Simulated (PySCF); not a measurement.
H₃ISiZn, SMILES [SiH3][Zn][I].

Coordinates come from a r2SCAN-D4/def2-SVP optimisation. The def2 effective core potentials stand for the cores of I; spin–orbit coupling is left out.

Calculation: ωB97X/def2-TZVPD (PySCF).

Symmetry labels are those of the subgroup Cs that the program uses (full group C3v).

Computed valence orbital energies around the gap with their symmetry:
| orbital | symmetry | energy (eV) |
|---|---|---|
| HOMO−7 | A" | -17.84 |
| HOMO−6 | A' | -17.49 |
| HOMO−5 | A" | -12.46 |
| HOMO−4 | A' | -12.46 |
| HOMO−3 | A' | -12.23 |
| HOMO−2 | A' | -10.05 |
| HOMO−1 | A" | -9.82 |
| HOMO | A' | -9.82 |
| LUMO | A" | 0.45 |
| LUMO+1 | A' | 0.45 |
| LUMO+2 | A' | 0.81 |
| LUMO+3 | A' | 1.49 |
